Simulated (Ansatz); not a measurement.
Total energies of Sr2O2⁻ from Ansatz at r2SCAN-D4/def2-TZVPD, gas phase (1 Eh = 27.2114 eV = 2625.5 kJ/mol). The reference geometry is relaxed at r2SCAN-D4/def2-TZVPD.

```csv
atom,x (Å),y (Å),z (Å)
Sr1,0.560,1.452,0.494
Sr2,-0.560,-1.452,-0.494
O3,-1.346,0.368,0.443
O4,1.346,-0.368,-0.444
```

```json
{"state": "charge -1 doublet", "geometry": "reference", "energy (Eh)": "-212.02375"}
{"state": "charge 0 singlet", "geometry": "reference", "energy (Eh)": "-212.01335"}
{"state": "charge -1 quartet", "geometry": "relaxed at r2SCAN-D4/def2-TZVPD", "energy (Eh)": "-211.97961"}
```

In the def2 sets Sr takes a core potential; there is no spin–orbit coupling.

Question: Work out the vertical ionisation energy to the singlet.

Answer: E(charge 0 singlet) − E(charge -1 doublet) = -212.01335 − (-212.02375) = 0.01040 Eh = 0.28 eV. For comparison, −ε of the highest occupied level of the spin that leaves is -0.87 eV at this level, 1.15 eV less.

Question: Which of the charge -1 states is lowest, and how far above it are the others?

Answer: The doublet. quartet: -211.97961 − (-212.02375) = 0.04414 Eh = 115.9 kJ/mol.

At r2SCAN-D4/def2-TZVPD the highest occupied level of the charge -1 doublet lies above zero (up to 0.87 eV). By energy differences its removal costs 0.28 eV (vertical, to the charge 0 singlet, at r2SCAN-D4/def2-TZVPD); a positive level beside a positive removal energy at the same level points to self-interaction error. At r2SCAN-D4/def2-TZVPD the highest occupied level of the charge -1 quartet lies above zero (up to 0.57 eV). It is a level of α spin, whose loss leaves a triplet; that state wasn't run at this geometry and level. The electron is either unbound and held by the finite basis, or the level is raised by self-interaction error. 

The structure comes from a short search, and lower isomers may exist.
